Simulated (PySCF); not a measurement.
Compound: C7H6ClOP.
Structure used (GFN2-xTB), in Å, numbered top down from 1:
```xyz
16
C7H6ClOP angstrom
C     -2.072    0.035   -0.384
C     -0.662   -0.382   -0.081
C     -0.405   -1.726    0.108
P      1.110   -2.490    0.466
C      2.121   -1.068    0.502
Cl     3.802   -1.340    0.839
C      1.693    0.218    0.286
C      0.369    0.571    0.006
C      0.123    2.007   -0.190
O      0.974    2.860   -0.128
H     -2.129    0.531   -1.351
H     -2.444    0.720    0.376
H     -2.728   -0.832   -0.408
H     -1.243   -2.409    0.026
H      2.405    1.032    0.330
H     -0.923    2.281   -0.408
```

Probes without a nucleus sit at each ring's centroid and 1 Å off its mean plane on both sides; NICS is minus the shielding there, NICSzz its component along the normal. Level: GIAO PBE0/pcSseg-1 (PySCF, non-relativistic, gas phase) on the GFN2-xTB geometry, one conformer.

Ring bond lengths (Å), with Mayer bond orders in brackets: C2–C3 1.382 (1.48), C3–P4 1.734 (1.32), P4–C5 1.746 (1.20), C5–C7 1.372 (1.37), C7–C8 1.398 (1.41), C8–C2 1.406 (1.28).

Give the NICS values of each ring in ppm.

| ring | type | NICS(0) | NICS(1), two faces | NICS(1)zz, two faces | rms pucker (Å) | centre to ring atoms, mean (Å) |
| --- | --- | --- | --- | --- | --- | --- |
| C2–C3–P4–C5–C7–C8 | 6-membered ring with P; formal bonds all aromatic | -7.1 | -9.9 / -9.9 | -22.5 / -22.5 | 0.00 | 1.50 |

What do they say, and how far can they be read as aromaticity?

- C2–C3–P4–C5–C7–C8: mean NICS(1)zz -22.5 ppm, shielded.

And the bond-length index? HOMA takes Krygowski's 1993 parameters.

- C2–C3–P4–C5–C7–C8: HOMA 0.90; the largest term is that of P4–C5, α(R − Ropt)² = 0.28.

What is the mean of the two in-plane components of NICS at the first NICS(1) probe listed for ring C2–C3–P4–C5–C7–C8, 1 Å off the ring?

The isotropic value is a third of the trace: (3 × -9.9 − (-22.5))/2 = -3.6 ppm.

What are the shieldings of the ring atoms and their hydrogens in the same run (means over atoms taken as equivalent)?

```
atoms                  environment  σ isotropic (ppm)
   C2  substituted aromatic carbon               39.8
   C3           aromatic CH carbon               18.0
   P4     phosphorus bonded to 2 C               50.8
   C5         aromatic C–Cl carbon                4.8
   C7           aromatic CH carbon               47.4
   C8  substituted aromatic carbon               49.6
  H14            aromatic hydrogen              22.84
  H15            aromatic hydrogen              22.84
```

Hardware: an x86-64 server with one thread, shared host. Cost: 32 s of wall time. This is the whole shielding run at PBE0/pcSseg-1, SCF included.
